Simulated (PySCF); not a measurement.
SMILES [SiH3][Si]([SiH3])[SiH3] (H9Si4), doublet (B3LYP/def2-SVP optimised geometry):

```
13

Si    -0.741     1.222     3.939
Si    -1.079     0.171     1.867
Si    -0.203     1.293     0.000
Si    -0.840    -2.165     1.857
H     -1.150     2.655     3.849
H      0.693     1.169     4.363
H     -1.564     0.547     4.986
H     -0.670     2.711     0.000
H     -0.671     0.627    -1.252
H      1.294     1.293     0.000
H     -1.294    -2.711     0.543
H     -1.671    -2.761     2.945
H      0.581    -2.582     2.072
```

Method: PySCF 2.14.0 with unrestricted B3LYP/def2-TZVP.

### Question
What are the frontier orbital energies (α orbitals alone; a β orbital can be the lowest empty one) and the dipole moment?

### Answer
HOMO-2 -7.96 eV, HOMO-1 -7.95 eV, HOMO -5.83 eV, LUMO -0.50 eV, LUMO+1 -0.49 eV; dipole moment 0.06 D.

On the same geometry unrestricted PBE/def2-TZVP (PySCF) gives HOMO-2 -7.10 eV, HOMO-1 -7.10 eV, HOMO -5.14 eV, LUMO -1.17 eV, LUMO+1 -1.16 eV; dipole moment 0.00 D.

Meta-Löwdin charges at B3LYP/def2-TZVP: Si1 0.27, Si2 -0.07, Si3 0.27, Si4 0.27, H5 -0.08, H6 -0.08, H7 -0.08, H8 -0.08, H9 -0.08, H10 -0.08, H11 -0.08, H12 -0.08, H13 -0.08.
